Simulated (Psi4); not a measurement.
methyl ethyl ether (C₃H₈O), singlet, geometry from GFN2-xTB. Base run: B3LYP/6-31G (Psi4 1.11).

Geometry (Å):
```xyz
12

O      0.0222    -0.7064    -0.0089
C     -0.0019     0.7038     0.0091
C      1.3194    -1.2358    -0.0043
C     -1.4492     1.1675     0.0022
H      0.5154     1.0750     0.9090
H      0.5311     1.0980    -0.8717
H      1.2156    -2.3187    -0.0192
H      1.8872    -0.9109    -0.8862
H      1.8714    -0.9339     0.8957
H     -1.9499     0.7991    -0.8886
H     -1.9654     0.7763     0.8743
H     -1.4924     2.2530     0.0159
```
Charge 0, spin multiplicity 1.
All else is at Psi4's defaults (density fitting, Cartesian functions).
Base energy -194.28465 Eh.

The base run was repeated with changes; each row names its change, and settings that it needs were set with it.

```json
[
 {"change": "base", "ΔE vs base (µEh)": "0.0", "SCF cycles": "8", "grid points": "256186", "basis functions": "52"},
 {"change": "guess = core", "ΔE vs base (µEh)": "0.0", "SCF cycles": "13", "grid points": "256186", "basis functions": "52"},
 {"change": "dft_nuclear_scheme = becke", "ΔE vs base (µEh)": "-29.5", "SCF cycles": "8", "grid points": "254539", "basis functions": "52"},
 {"change": "damping_percentage = 20", "ΔE vs base (µEh)": "-0.2", "SCF cycles": "18", "grid points": "256186", "basis functions": "52"},
 {"change": "d_convergence = 1e-10", "ΔE vs base (µEh)": "0.0", "SCF cycles": "13", "grid points": "256186", "basis functions": "52"},
 {"change": "level_shift = 0.3", "ΔE vs base (µEh)": "0.0", "SCF cycles": "8", "grid points": "256186", "basis functions": "52"},
 {"change": "dft_spherical_points = 110", "ΔE vs base (µEh)": "46.3", "SCF cycles": "8", "grid points": "93531", "basis functions": "52"},
 {"change": "scf_type = pk", "ΔE vs base (µEh)": "39.1", "SCF cycles": "8", "grid points": "256186", "basis functions": "52"},
 {"change": "dft_radial_points = 50", "ΔE vs base (µEh)": "0.3", "SCF cycles": "8", "grid points": "173362", "basis functions": "52"},
 {"change": "dft_spherical_points = 590", "ΔE vs base (µEh)": "0.2", "SCF cycles": "8", "grid points": "499795", "basis functions": "52"},
 {"change": "scf_type = direct", "ΔE vs base (µEh)": "39.1", "SCF cycles": "10", "grid points": "256186", "basis functions": "52"},
 {"change": "ints_tolerance = 1e-8", "ΔE vs base (µEh)": "0.0", "SCF cycles": "8", "grid points": "256186", "basis functions": "52"},
 {"change": "guess = sadno", "ΔE vs base (µEh)": "0.0", "SCF cycles": "9", "grid points": "256186", "basis functions": "52"}
]
```
